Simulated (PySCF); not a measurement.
Magnetic susceptibility: `Cc1nnn2c(C)c(Br)ccc12`, C8H8BrN3

Geometry (Å), atoms numbered from 1 in this order:
```xyz
20

C     3.3246    0.0809   -0.3092
C     1.9263   -0.4070   -0.2184
N     1.6075   -1.7026   -0.1464
N     0.3310   -1.8587   -0.0681
N    -0.2374   -0.6594   -0.0868
C    -1.5753   -0.4082   -0.0203
C    -2.4660   -1.5921    0.0931
C    -1.9422    0.9085   -0.0555
Br   -3.7827    1.3877    0.0462
C    -0.9971    1.9573   -0.1586
C     0.3328    1.6698   -0.2215
C     0.7334    0.3258   -0.1839
H     3.8064   -0.3292   -1.1949
H     3.8903   -0.2492    0.5604
H     3.3451    1.1664   -0.3588
H    -3.4868   -1.3489   -0.1867
H    -2.0811   -2.3891   -0.5401
H    -2.4602   -1.9623    1.1188
H    -1.3506    2.9754   -0.1839
H     1.0770    2.4455   -0.2983
```

Method: PySCF 2.14.0, GIAO PBE0/pcSseg-1 magnetisability, rotational g tensor and spin-rotation constants, non-relativistic, gas phase. Geometry: GFN2-xTB.

The calculation is non-relativistic, which matters for the atoms heavier than Zn.

Question: What are the magnetisability and the molar susceptibility?

Answer: Isotropic -2070 × 10⁻³⁰ J/T², or -124.7 × 10⁻⁶ cm³/mol; principal values -3060, -1595, -1554 × 10⁻³⁰ J/T², anisotropy 1486 × 10⁻³⁰ J/T² (root of half the summed squared differences of the principal values). The susceptibility is in cgs units.

Question: Split it along the inertial axes a, b, c into diamagnetic and paramagnetic parts about the centre of mass, with the quadrupole moment.

Answer: 
```
axis  χ (10⁻⁶ cm³/mol)  diamagnetic (10⁻⁶ cm³/mol)  paramagnetic (10⁻⁶ cm³/mol)  summed x² of all electrons (Å²)  quadrupole Θ (D Å)
   a             -94.8                      -794.9                        700.1                            693.9               -5.17
   b             -94.9                     -3031.5                       2936.6                            166.7               +6.75
   c            -184.3                     -3650.8                       3466.5                             20.7               -1.57
```
Anisotropies 2χaa − χbb − χcc = +89.7 and 2χbb − χaa − χcc = +89.3 × 10⁻⁶ cm³/mol. Θ is traceless in Buckingham's convention.

Question: And the rotational g tensor?

Answer: 
```csv
axis,rotational constant (GHz),g,nuclear part,electronic part
a,1.9206,-0.0449,0.5869,-0.6317
b,0.3748,-0.0100,0.5071,-0.5170
c,0.3148,+0.0056,0.5182,-0.5127
```
Asymmetric top; isotopes 79Br, 12C, 1H, 14N; no vibrational averaging.
